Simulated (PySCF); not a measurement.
# What settings do to a single point of Ho(NH2)3

The sound run of Ho(NH2)3 (singlet in the valence; each metal's 4f electrons, 10 of them, lie in its core potential, out of spins and levels) uses PySCF 2.14.0, RKS B3LYP, Ho lcecp-1-SVP with ECP56, N def2-SVP, H def2-SVP; non-relativistic Hamiltonian with scalar-relativistic core potentials where named; density fitting; no spin-orbit coupling, grid (50, 194), threshold 1e-8 Eh and 55 cycles, at the relaxed geometry:

```xyz
10

Ho    0.0093   -0.0042   -0.0378
N     2.1713   -0.0051    0.2156
H     2.7764    0.8108    0.3369
H     2.8023   -0.8099    0.2436
N    -1.0834    1.8771   -0.0015
H    -0.7000    2.8189    0.1090
H    -2.0948    2.0095   -0.0791
N    -1.0807   -1.8779   -0.2309
H    -0.7068   -2.8299   -0.2354
H    -2.0936   -1.9893   -0.3204
```

There Ho1 has a Mulliken charge of 0.83 e and the dipole about the centre of mass is 0.11 D. Each run below changes one thing and starts from free metal ions and neutral atoms unless it says otherwise; with 55 cycles, smearing, a level shift and second-order steps follow where DIIS fails, and their cycles count. Energy shifts count from the sound run. On f atoms grids over 110 angular points are at least (60, 302).

```csv
change,outcome,cycles,energy shift (eV),largest force component (eV/Å),charge on Ho1 (e),dipole about the centre of mass (D)
threshold 1e-06,converged,7,0.0000,0.01,0.83,0.11
"start from the bare core Hamiltonian, limit 80 cycles",converged,13,0.0000,0.01,0.83,0.11
"grid (30, 86)",converged,8,-0.0081,0.04,0.84,0.12
"spin (2S) set to 12, limit 83 cycles",converged,28,42.82,4.86,-1.46,0.34
```

Task: How does the run with this change end: all coordinates × 1.12?

Result: outcome converged, cycles 9, energy shift (eV) 2.83, largest force component (eV/Å) 3.62, charge on Ho1 (e) 0.95, dipole about the centre of mass (D) 0.14.

Unsound on purpose, so not properties of the compound: spin (2S) set to 12, limit 83 cycles.

Forces carry noise of the integration grid, about 0.01 to 0.03 eV/Å.

An lcecp potential fixes the number of 4f electrons, so in runs with it no electron can move into or out of that shell.
